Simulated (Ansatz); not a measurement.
`N=C[SiH](N)N` and `N[SiH2]N` differ in one atom or group.

Ansatz, PBE0-D4/def2-TZVP geometries, multiplicity 1. Each molecule was computed in one conformer, which needn't be the lowest.

```json
{"property": "LUMO energy (ωB97M-V/def2-TZVPP) / eV", "`N=C[SiH](N)N`": "1.49"}
{"property": "HOMO energy (B3LYP/def2-TZVPP) / eV", "`N=C[SiH](N)N`": "-6.62"}
{"property": "size of the dipole moment (B3LYP/def2-TZVPP) / D", "`N=C[SiH](N)N`": "1.49"}
{"property": "LUMO energy (B3LYP/def2-TZVPP) / eV", "`N=C[SiH](N)N`": "-0.93"}
{"property": "LUMO energy (PBE/def2-TZVPP) / eV", "`N=C[SiH](N)N`": "-1.77"}
{"property": "HOMO–LUMO gap (PBE/def2-TZVPP) / eV", "`N=C[SiH](N)N`": "3.66"}
```

Task: What does the change do to each property? (Estimate.)

Result: The calculation gave: 
| property | `N[SiH2]N` | shift |
| --- | --- | --- |
| LUMO energy (ωB97M-V/def2-TZVPP) / eV | 2.45 | 0.96 |
| HOMO energy (B3LYP/def2-TZVPP) / eV | -6.96 | -0.34 |
| size of the dipole moment (B3LYP/def2-TZVPP) / D | 0.74 | -0.75 |
| LUMO energy (B3LYP/def2-TZVPP) / eV | 0.69 | 1.62 |
| LUMO energy (PBE/def2-TZVPP) / eV | 0.19 | 1.96 |
| HOMO–LUMO gap (PBE/def2-TZVPP) / eV | 5.97 | 2.31 |

With PBE0 the HOMO falls by 0.35 eV and the LUMO rises by 1.70 eV, so the gap widens by about 2.05 eV. PBE moves the HOMO by -0.35 eV and ωB97M-V by -0.40 eV. Dipoles are sizes alone; their direction can turn.

B3LYP here is the variant with VWN-RPA as its local correlation; programs differ in this.
